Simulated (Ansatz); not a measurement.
A nudged elastic band was laid between two geometries of FH3OSi + H3N (10 atoms, charge 0, multiplicity 1).

These are results of RHF/def2-SVP (Ansatz), not measurements.

| Property | Result |
| --- | --- |
| movable images | 5 |
| climbing image | yes |
| spring | 5.0 eV/Å² |
| optimiser | quadratic models (default) |
| start path | through a guess of the saddle point |
| force threshold | 0.05 eV/Å |
| iteration limit | 60 |
| end points | relaxed |

First end point:

```xyz
10
Properties=species:S:1:pos:R:3
Si -0.272 0.395 -0.008
O -0.302 0.343 1.625
H -1.110 0.283 2.110
H 1.108 0.649 -0.424
H -1.225 1.383 -0.536
F -0.729 -1.030 -0.602
N 1.595 -2.559 1.348
H 0.883 -2.752 0.665
H 2.392 -2.199 0.854
H 1.248 -1.820 1.934
```

Last end point:

```xyz
10
Properties=species:S:1:pos:R:3
Si 0.258 -0.495 -0.500
O 0.254 0.320 2.810
H -0.611 0.170 3.159
H 1.149 0.661 -0.375
H -1.153 -0.218 -0.200
F 0.298 -0.941 -2.054
N 0.813 -1.750 0.539
H 0.279 -2.597 0.615
H 1.794 -1.959 0.568
H 0.508 -0.499 2.405
```

Which bonds break or form, and what moves?

Bonds broken: Si1–O2, N7–H10. Bonds formed: Si1–N7, O2–H10. FH3OSi + H3N becomes FH4NSi + H2O.

What energy profile does the band end with?

The run converged. The highest image is number 4 of 0 to 6, 162.9 kJ/mol above the first end and 130.5 kJ/mol above the last; the last end lies 32.3 kJ/mol above the first. A vibrational analysis at the climbing image gives one clearly imaginary mode, 1640i cm⁻¹: a first-order saddle point. The orbitals stay closed-shell, which can raise the energy where a bond breaks towards radicals; this wasn't checked here.

| image | path coordinate (Å) | energy (kJ/mol) | Si1–O2 (Å) | N7–H10 (Å) | Si1–N7 (Å) |
| --- | --- | --- | --- | --- | --- |
| 0 | 0.00 | 0.0 | 1.63 | 1.01 | 3.75 |
| 1 | 0.99 | 16.1 | 1.64 | 1.00 | 3.22 |
| 2 | 1.99 | 35.6 | 1.69 | 1.01 | 2.17 |
| 3 | 2.98 | 69.5 | 1.74 | 1.01 | 2.00 |
| 4 | 3.97 | 162.9 | 2.00 | 1.24 | 1.86 |
| 5 | 4.89 | 47.2 | 2.71 | 1.96 | 1.74 |
| 6 | 5.80 | 32.3 | 3.41 | 2.27 | 1.72 |

What is the geometry of the highest image?


```xyz
10
Properties=species:S:1:pos:R:3:forces:R:3
Si 0.165 -0.279 0.006 0.02 0.01 0.01
O 0.287 0.153 1.952 0.00 -0.02 -0.04
H -0.451 0.472 2.448 -0.02 0.00 0.03
H 1.125 0.797 -0.254 -0.01 -0.01 0.00
H -1.294 -0.095 0.108 0.01 0.00 0.00
F 0.176 -0.972 -1.493 0.00 0.01 -0.01
N 0.841 -1.770 0.892 0.00 0.01 0.02
H 0.327 -2.621 0.734 0.00 -0.01 0.01
H 1.815 -1.959 0.715 0.00 -0.01 -0.02
H 0.598 -1.034 1.857 -0.01 0.03 0.01
```

What are the harmonic wavenumbers there?

1640i, 221, 284, 305, 381, 471, 550, 601, 784, 810, 829, 937, 951, 984, 1075, 1168, 1632, 1699, 2030, 2359, 2409, 3732, 3815, 4199 cm⁻¹.

The run took 2.3 min on 1 thread of Arm Neoverse V2, with other jobs on the host, peak memory 0.16 GiB.
